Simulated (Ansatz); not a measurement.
Energy needed to pull apart C₃H₃Ga (SMILES [CH3][Ga]1[C]#[C]1), closed shell, into free ground-state atoms, from the structure below (displaced at random from a GFN2-xTB minimum); no zero-point or spin–orbit terms; open-shell atoms are treated unrestricted, in their ground-state multiplicity.

```
7
angstrom
C -0.3884 1.0944 -0.5734
Ga 0.2859 -0.6786 0.3183
C 1.2755 -1.8960 1.6195
C 0.6841 -2.6229 0.6397
H -0.1272 1.1887 -1.6030
H -0.1904 1.9611 0.0160
H -1.5074 0.9713 -0.5803
```

Program: Ansatz 0.2.0. Basis: def2-TZVPP. Cores are frozen in the correlated methods. Filled d shells of the heavier atoms are correlated. The def2 sets are not built for correlating such inner shells, so the correlated values are less sure here.

```tsv
method	atomization energy (kJ/mol)
PBE-D4	2680
BLYP-D4	2588
r2SCAN-D4	2602
PBE0-D4	2605
HSE06-D4	2609
wB97M-V	?
HF	1805
MP2	2616
CCSD	?
CCSD(T)	2541
```

(1) What does wB97M-V give? (Judge from chemistry; the value comes from the calculation.)

(2) What does CCSD give? (An estimate is asked for; the value comes from the calculation.)

No T1 diagnostic of these runs exceeds 0.019.

Results:

(1) Computed: 2590 kJ/mol, which is about 49 kJ/mol more than CCSD(T)/def2-TZVPP.

(2) By the calculation: 2471 kJ/mol, which is about 70 kJ/mol less than CCSD(T)/def2-TZVPP.

In triple zeta the MP2 and coupled-cluster atomization energies are still short of their basis limit by a few kcal/mol a bond, whereas those of the functionals are nearly converged, so these differences are not deviations from converged CCSD(T).

For scale, one of the runs: CCSD(T)/def2-TZVPP forces, 183 basis functions (an equivalent command: `ansatz run in.yaml --threads 4`). Time: 2.7 min of wall clock on 4 CPU threads; the host was shared. Peak host memory: 3.4 GiB.
